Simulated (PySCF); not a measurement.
Atoms are numbered as in `[CH3:1][C:2](=[S:3])[CH:4]1[CH2:5][O:6][BH:7][O:8][CH2:9]1`; H(Xn) means a hydrogen on atom n. Ha(C5), Ha(C9) are cis to C2 on the ring; Hb(C5), Hb(C9) are trans to C2 on the ring.

PySCF calculation with coordinates at the PBE0-D3(BJ)/def2-SVP level and σ from GIAO-PBE0/pcSseg-1; isolated molecule, one conformer, non-relativistic, fast rotation and ring inversion assumed for equivalent nuclei.

Predict the 2D correlation tables (HSQC, COSY, HMBC).

## Answers



HSQC (one-bond C–H):
```csv
δH,δC
3.99 (Ha(C5)/Ha(C9)),70.9 (C5/C9)
3.78 (Hb(C5)/Hb(C9)),70.9 (C5/C9)
3.46 (H(C4)),60.4 (C4)
3.15 (H(C1)),47.4 (C1)
```

COSY cross peaks (H two or three bonds apart, from the bond graph; peaks can be absent where the dihedral angle is near 90°):
```csv
δH,δH
3.99 (Ha(C5)/Ha(C9)),3.78 (Hb(C5)/Hb(C9))
3.99 (Ha(C5)/Ha(C9)),3.46 (H(C4))
3.78 (Hb(C5)/Hb(C9)),3.46 (H(C4))
```

HMBC (two and three bonds, from the bond graph):
```csv
δH,δC
4.16 (H(B7)),70.9 (C5/C9)
3.99 (Ha(C5)/Ha(C9)),"275.2 (C2), 70.9 (C5/C9), 60.4 (C4)"
3.78 (Hb(C5)/Hb(C9)),"275.2 (C2), 70.9 (C5/C9), 60.4 (C4)"
3.46 (H(C4)),"275.2 (C2), 70.9 (C5/C9), 47.4 (C1)"
3.15 (H(C1)),"275.2 (C2), 60.4 (C4)"
```

Shifts are taken against calculated references (same method and geometry level): ¹H (σref 31.27), ¹³C (σref 184.41) vs TMS.

Short H···H contacts in this conformer between protons four or more bonds apart (candidates for NOE cross peaks, intensity ∝ r⁻⁶): H(C1)···H(C4) 2.51 Å.

Hydrogens on boron are broadened and split by ¹¹B (spin 3/2, 80 %) and 10B (spin 3). Shifts are as computed. Against solution values, carbons near 30 ppm lie about +2 ppm off and those near 130 ppm about +5 ppm. Of 1211 compounds with measured shifts, 218 miss one by over three times the rms of a fit or turn the order of signals round; such compounds aren't used in these exercises.
